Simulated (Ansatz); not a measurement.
A nudged elastic band was laid between two geometries of Cl2H2Si + H2O (8 atoms, charge 0, multiplicity 1).

Theory: RKS PBE-D4/6-31G* (Ansatz 0.2.0).

| Item | Value |
| --- | --- |
| movable images | 9 |
| climbing image | yes |
| spring | 5.0 eV/Å² |
| optimiser | quadratic models (default) |
| start path | through a guess of the saddle point |
| force threshold | 0.05 eV/Å |
| iteration limit | 60 |
| end points | relaxed |

Image 0:

```xyz
8
Properties=species:S:1:pos:R:3
Si 0.370 0.041 -0.101
H 0.471 0.319 1.353
H 1.694 0.142 -0.783
Cl -0.842 1.431 -1.064
Cl -0.275 -1.904 -0.465
O -2.194 -0.121 1.434
H -2.689 0.475 0.836
H -2.430 -1.013 1.108
```

Image 10:

```xyz
8
Properties=species:S:1:pos:R:3
Si -0.122 -0.387 -0.762
H -1.672 1.150 3.317
H 1.310 -0.457 -0.391
Cl -0.563 1.486 -1.525
Cl -0.534 -1.777 -2.239
O -0.980 -0.699 0.619
H -1.954 -0.693 0.543
H -1.377 0.747 2.756
```

**Question.** What changes between the two ends?

**Answer.** Bonds broken: Si1–H2, O6–H8. Bonds formed: Si1–O6, H2–H8. Cl2H2Si + H2O becomes Cl2H2OSi + H2.

**Question.** What energy profile does the band end with?

**Answer.** It converged. The highest image is number 4 of 0 to 10, 1.37 eV above the first end and 2.20 eV above the last; the last end lies 0.83 eV below the first. Neighbouring images differ by up to 1.6 eV, so the band resolves the path poorly. A vibrational analysis at the climbing image gives one clearly imaginary mode, 1262i cm⁻¹: a first-order saddle point. The orbitals stay closed-shell, which can raise the energy where a bond breaks towards radicals; this wasn't checked here.

```json
{"image": "0", "path coordinate (Å)": "0.00", "energy (eV)": "0.00", "Si1–H2 (Å)": "1.48", "O6–H8 (Å)": "0.98", "Si1–O6 (Å)": "2.99"}
{"image": "1", "path coordinate (Å)": "1.25", "energy (eV)": "0.04", "Si1–H2 (Å)": "1.48", "O6–H8 (Å)": "0.98", "Si1–O6 (Å)": "3.02"}
{"image": "2", "path coordinate (Å)": "2.50", "energy (eV)": "0.11", "Si1–H2 (Å)": "1.49", "O6–H8 (Å)": "0.98", "Si1–O6 (Å)": "3.17"}
{"image": "3", "path coordinate (Å)": "3.75", "energy (eV)": "0.55", "Si1–H2 (Å)": "1.50", "O6–H8 (Å)": "0.98", "Si1–O6 (Å)": "2.69"}
{"image": "4", "path coordinate (Å)": "5.01", "energy (eV)": "1.37", "Si1–H2 (Å)": "1.72", "O6–H8 (Å)": "1.16", "Si1–O6 (Å)": "1.87"}
{"image": "5", "path coordinate (Å)": "5.91", "energy (eV)": "-0.27", "Si1–H2 (Å)": "2.41", "O6–H8 (Å)": "1.86", "Si1–O6 (Å)": "1.68"}
{"image": "6", "path coordinate (Å)": "6.81", "energy (eV)": "-0.73", "Si1–H2 (Å)": "3.14", "O6–H8 (Å)": "2.40", "Si1–O6 (Å)": "1.66"}
{"image": "7", "path coordinate (Å)": "7.71", "energy (eV)": "-0.82", "Si1–H2 (Å)": "3.67", "O6–H8 (Å)": "2.73", "Si1–O6 (Å)": "1.65"}
{"image": "8", "path coordinate (Å)": "8.61", "energy (eV)": "-0.82", "Si1–H2 (Å)": "4.04", "O6–H8 (Å)": "2.69", "Si1–O6 (Å)": "1.65"}
{"image": "9", "path coordinate (Å)": "9.51", "energy (eV)": "-0.83", "Si1–H2 (Å)": "4.45", "O6–H8 (Å)": "2.62", "Si1–O6 (Å)": "1.66"}
{"image": "10", "path coordinate (Å)": "10.41", "energy (eV)": "-0.83", "Si1–H2 (Å)": "4.63", "O6–H8 (Å)": "2.61", "Si1–O6 (Å)": "1.66"}
```

**Question.** What is the geometry of the highest image?

**Answer.** 
```xyz
8
Properties=species:S:1:pos:R:3
Si -0.333 0.036 -0.110
H -0.214 0.895 1.375
H 0.969 -0.618 0.196
Cl -0.320 1.811 -1.180
Cl -0.996 -1.344 -1.605
O -1.829 -0.354 0.938
H -2.047 -1.307 1.071
H -1.124 0.252 1.633
```

Time of the run: 11 min on 1 thread of Arm Neoverse V1, on a shared host, peak memory 0.13 GiB.
